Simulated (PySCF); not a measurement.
Isomers of C4H12F2OSi2, mass 170.039 u with the commonest isotopes. Level of theory: PBE0/pcSseg-1 in PySCF (dipole) on a GFN2-xTB geometry, gas phase. One conformer each, none proved a minimum here; rigid rotors.

Question: Order these by rotational constant C, smallest first.
A. `[CH3:1][C@@H:2]([O:3][SiH2:4][CH2:5][SiH3:6])[CH:7]([F:8])[F:9]` with C1–C2–O3–Si4 -161°, C2–O3–Si4–C5 168°, O3–Si4–C5–Si6 -175°, C1–C2–C7–F8 51°
B. `[CH3:1][Si:2]([CH2:3][F:4])([CH2:5][F:6])[O:7][CH2:8][SiH3:9]` with C1–Si2–C3–F4 -64°, C1–Si2–C5–F6 -64°, C1–Si2–O7–C8 62°, Si2–O7–C8–Si9 155°
C. `[CH3:1][SiH2:2][C@@:3]([CH3:4])([SiH3:5])[O:6][CH:7]([F:8])[F:9]` with C1–Si2–C3–C4 57°, Si2–C3–O6–C7 172°, C3–O6–C7–F8 148°

Answer: A (386.1 MHz), B (530.9 MHz), C (655.8 MHz).

Question: Order these by radius of gyration √(Σ m r²/M), largest first.
A. `[CH3:1][Si:2]([CH2:3][F:4])([CH2:5][F:6])[O:7][CH2:8][SiH3:9]` with C1–Si2–C3–F4 -64°, C1–Si2–C5–F6 -64°, C1–Si2–O7–C8 62°, Si2–O7–C8–Si9 155°
B. `[CH3:1][SiH2:2][C@@:3]([CH3:4])([SiH3:5])[O:6][CH:7]([F:8])[F:9]` with C1–Si2–C3–C4 57°, Si2–C3–O6–C7 172°, C3–O6–C7–F8 148°
C. `[CH3:1][C@@H:2]([O:3][SiH2:4][CH2:5][SiH3:6])[CH:7]([F:8])[F:9]` with C1–C2–O3–Si4 -161°, C2–O3–Si4–C5 168°, O3–Si4–C5–Si6 -175°, C1–C2–C7–F8 51°
D. `[OH:1][CH2:2][CH2:3][C@H:4]([SiH3:5])[SiH2:6][CH:7]([F:8])[F:9]` with H–O1–C2–C3 170°, O1–C2–C3–C4 -64°, C2–C3–C4–Si5 173°, C3–C4–Si6–C7 168°, C4–Si6–C7–F8 169°

Answer: C (2.798 Å), A (2.504 Å), D (2.382 Å), B (2.274 Å).

Question: Order these by rotational constant A, largest first.
A. `[CH3:1][Si:2]([CH2:3][F:4])([CH2:5][F:6])[O:7][CH2:8][SiH3:9]` with C1–Si2–C3–F4 -64°, C1–Si2–C5–F6 -64°, C1–Si2–O7–C8 62°, Si2–O7–C8–Si9 155°
B. `[CH3:1][C@@H:2]([O:3][SiH2:4][CH2:5][SiH3:6])[CH:7]([F:8])[F:9]` with C1–C2–O3–Si4 -161°, C2–O3–Si4–C5 168°, O3–Si4–C5–Si6 -175°, C1–C2–C7–F8 51°
C. `[CH3:1][SiH2:2][C@@:3]([CH3:4])([SiH3:5])[O:6][CH:7]([F:8])[F:9]` with C1–Si2–C3–C4 57°, Si2–C3–O6–C7 172°, C3–O6–C7–F8 148°

Answer: B (2861 MHz), A (1393 MHz), C (1266 MHz).

| SMILES | point group | Ia (u·Å²) | Ib (u·Å²) | Ic (u·Å²) | κ | μa (D) | μb (D) | μc (D) |
| --- | --- | --- | --- | --- | --- | --- | --- | --- |
| C[Si](CF)(CF)OC[SiH3] | C1 | 362.71 | 817.14 | 952.01 | -0.80 | 1.01 | 0.46 | 0.77 |
| C[SiH2][C@@](C)([SiH3])OC(F)F | C1 | 399.12 | 589.53 | 770.61 | -0.34 | 2.18 | 1.26 | 1.48 |
| OCC[C@H]([SiH3])[SiH2]C(F)F | C1 | 360.60 | 634.92 | 934.05 | -0.41 | 4.91 | 0.85 | 1.95 |
| C[C@@H](O[SiH2]C[SiH3])C(F)F | C1 | 176.66 | 1177.55 | 1308.77 | -0.97 | 0.40 | 1.60 | 0.38 |
